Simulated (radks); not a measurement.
Question: The mean radii <r> (bohr) of the occupied orbitals of an atom or ion are listed with their occupations. Method: scalar-relativistic Kohn-Sham, PBE, spin-polarised, spherical densities, finite nucleus; Fermi nuclear charge, rms radius of each element as measured or else 0.836 A^(1/3) + 0.57 fm; computed with a radial shooting solver on a logarithmic mesh with Libxc functionals.

| orbital | occ. | <r> |
|---|---|---|
| 1s down | 1 | 0.01804 |
| 1s up | 1 | 0.01804 |
| 2s up | 1 | 0.07623 |
| 2s down | 1 | 0.07623 |
| 2p up | 3 | 0.06834 |
| 2p down | 3 | 0.06834 |
| 3s up | 1 | 0.1974 |
| 3s down | 1 | 0.1974 |
| 3p up | 3 | 0.1979 |
| 3p down | 3 | 0.1979 |
| 3d up | 5 | 0.1792 |
| 3d down | 5 | 0.1792 |
| 4s up | 1 | 0.4406 |
| 4s down | 1 | 0.4406 |
| 4p up | 3 | 0.4686 |
| 4p down | 3 | 0.4685 |
| 4d up | 5 | 0.5000 |
| 4d down | 5 | 0.4998 |
| 5s up | 1 | 1.031 |
| 5s down | 1 | 1.025 |
| 5p up | 3 | 1.188 |
| 5p down | 3 | 1.180 |
| 4f up | 7 | 0.5799 |
| 4f down | 7 | 0.5765 |
| 5d up | 3 | 1.593 |

Name the element and its charge. Open shells, if any, are filled with parallel spins first.

Answer: Z = 75, rhenium, charge +4: Re4+ in [Xe] 4f14 5d3. The 1s radius gives Z: for a bare nucleus <r> = (2 gamma + 1)/(2Z) with gamma = sqrt(1 - (Z/c)^2), 0.01783 bohr for Z = 75, and screening makes it slightly larger (0.01804 here). The occupations add up to 71, and the charge is Z minus that.
